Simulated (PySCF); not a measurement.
# Unknowns

- GIAO PBE0/pcSseg-1 shieldings
- GFN2-xTB geometry
- program: PySCF
- non-relativistic Hamiltonian, one conformer, averaged over atoms made equivalent by symmetry, fast rotation or ring inversion, isolated molecule

References, each an isolated molecule treated in the same way: 1H (σ = 31.72 ppm) and 13C (σ = 186.93 ppm) against TMS. Splittings of carbon signals by F and P are missing where no couplings were computed. Where no couplings were computed, multiplicities follow the n + 1 count of equivalent neighbours, and m marks all less simple cases (inequivalent or close neighbours, rings, F or P nearby). Shifts are as computed. Against solution values, carbons near 30 ppm lie about +3 ppm off and those near 130 ppm about +5 ppm. Of 1211 compounds with measured shifts, 218 miss one by over three times the rms of a fit or turn the order of signals round; such compounds aren't used in these exercises.

**Question.** C7H6O2. 1H NMR (300 MHz, computed): δ 8.25 (s, 1H), 6.19 (s, 1H), 1.61 (s, 3H), 1.37 (s, 1H). 13C{1H} NMR (computed): δ 162.1 (CH), 145.6 (C), 97.8 (CH), 93.3 (C), 71.1 (CH), 29.2 (CH3), 23.0 (C). Identify the compound.

**Answer.** `C#C[C@]1(C)C=C1OC=O`. Rings plus π bonds: 5 (1 ring in the answer). 7 carbon signals for 7 carbons: no two carbons are equivalent. Carbon types of the structure: 3 × C, 3 × CH, 1 × CH3, which accounts for all hydrogens. δC 162.1: ester carbonyl carbon; it is a carbonyl in resonance with an O or N lone pair, the region of acids, esters and amides. δC 145.6: alkene carbon bearing oxygen; an sp2 carbon further deshielded by the attached heteroatom. δC 93.3: alkyne carbon; sp carbons lie upfield of alkene carbons because the cylindrical π system leaves one tensor component strongly shielded. δC 71.1: terminal alkyne carbon; the triple bond shields along its axis, which puts it between sp3 and sp2 carbons.

This is the structure that produced the data.

**Question.** C5H6F4P2. 1H NMR (300 MHz, computed): δ 2.75 (m, 2H), 2.37 (m, 2H), 1.60 (m, 2H). 13C{1H} NMR (computed): δ 257.1 (C), 154.6 (C), 130.2 (C), 44.9 (CH2), 23.4 (CH2). Give a structure.

**Answer.** SMILES FC(=C=PCCP)C(F)(F)F. 5 carbon signals for 5 carbons: no two carbons are equivalent. Carbon types of the structure: 3 × C, 2 × CH2, leaving 2 H on heteroatoms. δC 257.1: cumulene carbon. δC 154.6: fully substituted alkene carbon; the olefinic region. δC 130.2: CF3 carbon; 3 electronegative neighbours deshield it. δH 2.75: hydrogen on a phosphorus bonded to C.

The data come from this structure; uniqueness wasn't tested.
